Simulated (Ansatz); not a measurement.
```xyz
11

C     1.2852    0.0000    0.0000
C     0.7091    1.1279    0.0000
C    -0.5805    1.1159    0.0000
C    -1.2164    0.0000    0.0000
C    -0.5805   -1.1159    0.0000
C     0.7091   -1.1279    0.0000
H     1.2201    1.9945    0.0000
H    -1.0872    1.9853    0.0000
H    -2.2216    0.0000    0.0000
H    -1.0872   -1.9853    0.0000
H     1.2201   -1.9945    0.0000
```

Basis set: 6-31G* (spherical functions). Left uncorrelated: 6 orbitals. Charge 0, multiplicity 2.

Computed with Ansatz (development build ahead of 0.2.0); each method stands on the lowest determinant of its kind that the runs found.

(1) Give the atomization energy at this shape (free ground-state atoms in the same class of orbitals less the molecule, no zero-point energy) of doublet C6H5 by UHF-MP2, UHF.

## Answers

(1)

```json
{"method": "UHF-MP2", "atomization energy": "1110.15 kcal/mol"}
{"method": "UHF", "atomization energy": "865.50 kcal/mol"}
```

Caution: the shape is not the minimum; the unrestricted determinant is spin contaminated.
